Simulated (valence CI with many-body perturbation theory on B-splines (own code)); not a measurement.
**Level structure of Se27+**

Calculated by valence CI with perturbative core correlation (CI+MBPT): five valence electrons over a frozen Dirac-Fock core [He], a basis of 11 s, 11 p, 10 d, 8 f, 5 g, 2 h functions for each j, with the one-electron correlation potential Σ1, the two-electron term Σ2, the three-electron term Σ3, Breit, model QED; selected CI, second order for the rest, scaled by the run's own slope (own B-spline code, finite nucleus).

No measured spectrum was set against this ion. As an estimate, large intervals hold to a few tenths of a per cent, small ones and those within an open d or f shell to about a per cent. Among the levels kept, up to 5300 cm⁻¹ of a level comes from second order outside the variational space, and about a tenth of that is noise between levels of different J, which matters for small intervals.

Levels 1 to 45 of 209, with energies above the lowest level, (2s^2 2p1/2^2 2p3/2) J=3/2. "Leading %" is the weight of the configuration and term that name the level; weights of strongly mixed levels are sums over their largest components and can fall short. In the jj column 3d3/2^4 stands for four electrons in 3d with j = 3/2. Lifetimes count E1, E2, E3, M1 and M2 decay at the calculated energies, and are blank where another channel may lead or the interval is too uncertain; long ones can be off by a factor of two.

| No. | Configuration | Term | J | E (eV) | Leading % | Leading jj | Lifetime | Second component |
| --- | --- | --- | --- | --- | --- | --- | --- | --- |
| 1 | 2s2 2p3 | 4S° | 3/2 | 0.0 | 54 | 2s^2 2p1/2^2 2p3/2 (89 %) |  | 31 % 2s2 2p3 2P° |
| 2 | 2s2 2p3 | 2D° | 3/2 | 37.0 | 56 | 2s^2 2p1/2 2p3/2^2 (90 %) | 1.85 μs | 36 % 2s2 2p3 4S° |
| 3 | 2s2 2p3 | 2D° | 5/2 | 48.4 | 100 | 2s^2 2p1/2 2p3/2^2 (100 %) | 10.1 μs |  |
| 4 | 2s2 2p3 | 2P° | 1/2 | 63.7 | 99 | 2s^2 2p1/2 2p3/2^2 (99 %) | 1.29 μs |  |
| 5 | 2s2 2p3 | 2P° | 3/2 | 98.3 | 61 | 2s^2 2p3/2^3 (96 %) | 517 ns | 29 % 2s2 2p3 2D° |
| 6 | 2s 2p4 | 4P | 5/2 | 152.0 | 90 | 2s 2p1/2^2 2p3/2^2 (91 %) | 40.3 ps | 10 % 2s 2p4 2D |
| 7 | 2s 2p4 | 4P | 3/2 | 178.1 | 81 | 2s 2p1/2 2p3/2^3 (52 %) | 16.6 ps | 11 % 2s 2p4 2D |
| 8 | 2s 2p4 | 4P | 1/2 | 180.4 | 75 | 2s 2p1/2^2 2p3/2^2 (70 %) | 16.9 ps | 25 % 2s 2p4 2S |
| 9 | 2s 2p4 | 2D | 3/2 | 212.2 | 67 | 2s 2p1/2 2p3/2^3 (61 %) | 9.65 ps | 18 % 2s 2p4 4P |
| 10 | 2s 2p4 | 2D | 5/2 | 223.4 | 90 | 2s 2p1/2 2p3/2^3 (91 %) | 14.0 ps | 10 % 2s 2p4 4P |
| 11 | 2s 2p4 | 2P | 1/2 | 242.2 | 41 | 2s 2p1/2 2p3/2^3 (59 %) | 5.60 ps | 41 % 2s 2p4 2S |
| 12 | 2s 2p4 | 2P | 3/2 | 252.0 | 78 | 2s 2p1/2 2p3/2^3 (87 %) | 4.29 ps | 21 % 2s 2p4 2D |
| 13 | 2s 2p4 | 2P | 1/2 | 292.7 | 58 | 2s 2p3/2^4 (78 %) | 4.65 ps | 34 % 2s 2p4 2S |
| 14 | 2p5 | 2P° | 3/2 | 381.0 | 98 | 2p1/2^2 2p3/2^3 (98 %) | 4.96 ps |  |
| 15 | 2p5 | 2P° | 1/2 | 425.3 | 99 | 2p1/2 2p3/2^4 (99 %) | 4.17 ps |  |
| 16 | 2s2 2p2 3s | 4P | 1/2 | 1653.5 | 60 | 2s^2 2p1/2^2 3s (95 %) | 168 fs | 20 % 2s2 2p2 3s 2P |
| 17 | 2s2 2p2 3s | 4P | 3/2 | 1688.8 | 90 | 2s^2 2p1/2 2p3/2 3s (98 %) | 216 fs | 8 % 2s2 2p2 3s 2P |
| 18 | 2s2 2p2 3p | 4D° | 1/2 | 1689.1 | 46 | 2s^2 2p1/2^2 3p1/2 (95 %) | 14.9 ps | 31 % 2s2 2p2 3p 2P° |
| 19 | 2s2 2p2 3s | 2P | 1/2 | 1693.3 | 72 | 2s^2 2p1/2 2p3/2 3s (98 %) | 98.8 fs | 27 % 2s2 2p2 3s 4P |
| 20 | 2s2 2p2 3s | 4P | 5/2 | 1698.3 | 54 | 2s^2 2p1/2 2p3/2 3s (94 %) | 175 fs | 44 % 2s2 2p2 3s 2D |
| 21 | 2s2 2p2 3s | 2D | 3/2 | 1702.0 | 51 | 2s^2 2p1/2 2p3/2 3s (97 %) | 103 fs | 46 % 2s2 2p2 3s 2P |
| 22 | 2s2 2p2 3p | 4D° | 3/2 | 1705.6 | 35 | 2s^2 2p1/2^2 3p3/2 (89 %) | 9.32 ps | 25 % 2s2 2p2 3p 4P° |
| 23 | 2s2 2p2 3p | 4P° | 1/2 | 1724.0 | 35 | 2s^2 2p1/2 2p3/2 3p1/2 (96 %) | 16.0 ps | 32 % 2s2 2p2 3p 2S° |
| 24 | 2s2 2p2 3p | 4D° | 3/2 | 1728.1 | 49 | 2s^2 2p1/2 2p3/2 3p1/2 (94 %) | 15.9 ps | 27 % 2s2 2p2 3p 2D° |
| 25 | 2s2 2p2 3p | 4D° | 5/2 | 1734.7 | 39 | 2s^2 2p1/2 2p3/2 3p1/2 (88 %) | 18.5 ps | 28 % 2s2 2p2 3p 2F° |
| 26 | 2s2 2p2 3p | 4D° | 5/2 | 1738.2 | 39 | 2s^2 2p1/2 2p3/2 3p3/2 (93 %) | 10.2 ps | 39 % 2s2 2p2 3p 4P° |
| 27 | 2s2 2p2 3p | 4P° | 1/2 | 1740.2 | 48 | 2s^2 2p1/2 2p3/2 3p3/2 (94 %) | 9.97 ps | 24 % 2s2 2p2 3p 2P° |
| 28 | 2s2 2p2 3s | 2D | 5/2 | 1742.3 | 54 | 2s^2 2p3/2^2 3s (93 %) | 148 fs | 43 % 2s2 2p2 3s 4P |
| 29 | 2s2 2p2 3p | 2D° | 3/2 | 1743.1 | 51 | 2s^2 2p1/2 2p3/2 3p3/2 (87 %) | 3.72 ps | 20 % 2s2 2p2 3p 4S° |
| 30 | 2s2 2p2 3d | 4F | 3/2 | 1744.6 | 42 | 2s^2 2p1/2^2 3d3/2 (89 %) | 114 fs | 17 % 2s2 2p2 3d 2D |
| 31 | 2s2 2p2 3s | 2D | 3/2 | 1745.6 | 44 | 2s^2 2p3/2^2 3s (90 %) | 111 fs | 42 % 2s2 2p2 3s 2P |
| 32 | 2s2 2p2 3p | 4S° | 3/2 | 1747.3 | 33 | 2s^2 2p1/2 2p3/2 3p1/2 (67 %) | 1.81 ps | 30 % 2s2 2p2 3p 2P° |
| 33 | 2s2 2p2 3p | 4D° | 7/2 | 1747.6 | 57 | 2s^2 2p1/2 2p3/2 3p3/2 (93 %) | 21.7 ps | 42 % 2s2 2p2 3p 2F° |
| 34 | 2s2 2p2 3d | 4F | 5/2 | 1752.3 | 27 | 2s^2 2p1/2^2 3d5/2 (91 %) | 35.3 fs | 25 % 2s2 2p2 3d 4D |
| 35 | 2s2 2p2 3p | 2P° | 3/2 | 1752.6 | 54 | 2s^2 2p1/2 2p3/2 3p3/2 (78 %) | 3.19 ps | 22 % 2s2 2p2 3p 2D° |
| 36 | 2s2 2p2 3p | 2D° | 5/2 | 1757.1 | 36 | 2s^2 2p1/2 2p3/2 3p3/2 (84 %) | 5.40 ps | 33 % 2s2 2p2 3p 2F° |
| 37 | 2s2 2p2 3p | 2P° | 1/2 | 1764.2 | 77 | 2s^2 2p1/2 2p3/2 3p3/2 (85 %) | 2.91 ps | 12 % 2s2 2p2 3p 2S° |
| 38 | 2s2 2p2 3s | 2S | 1/2 | 1765.9 | 77 | 2s^2 2p3/2^2 3s (94 %) | 127 fs | 12 % 2s2 2p2 3s 4P |
| 39 | 2s 2p3 3s | 6S° | 5/2 | 1776.3 | 81 | 2s 2p1/2^2 2p3/2 3s (59 %) | 1.35 ps | 14 % 2s 2p3 3s 4P° |
| 40 | 2s2 2p2 3d | 4F | 3/2 | 1780.7 | 39 | 2s^2 2p1/2 2p3/2 3d3/2 (94 %) | 68.7 fs | 36 % 2s2 2p2 3d 2P |
| 41 | 2s2 2p2 3d | 4F | 5/2 | 1782.1 | 54 | 2s^2 2p1/2 2p3/2 3d3/2 (91 %) | 124 fs | 36 % 2s2 2p2 3d 2F |
| 42 | 2s2 2p2 3d | 4D | 1/2 | 1782.5 | 80 | 2s^2 2p1/2 2p3/2 3d3/2 (98 %) | 146 fs | 14 % 2s2 2p2 3d 2P |
| 43 | 2s2 2p2 3d | 4F | 7/2 | 1783.2 | 60 | 2s^2 2p1/2 2p3/2 3d5/2 (94 %) | 618 fs | 32 % 2s2 2p2 3d 4D |
| 44 | 2s2 2p2 3p | 2P° | 3/2 | 1784.3 | 27 | 2s^2 2p3/2^2 3p1/2 (80 %) | 882 fs | 25 % 2s2 2p2 3p 2D° |
| 45 | 2s2 2p2 3p | 2D° | 5/2 | 1788.5 | 60 | 2s^2 2p3/2^2 3p1/2 (84 %) | 6.99 ps | 16 % 2s2 2p2 3p 2F° |

Where two levels of one J and parity lie close, their mixing, g and order are uncertain.

The ionisation energy to 2s2 2p2 3P_0 of the next ion comes out as 2963.2 eV (NIST: 2964 ± 22 eV (semi-empirical)). All 209 levels together are meant to be complete up to 2014.4 eV.
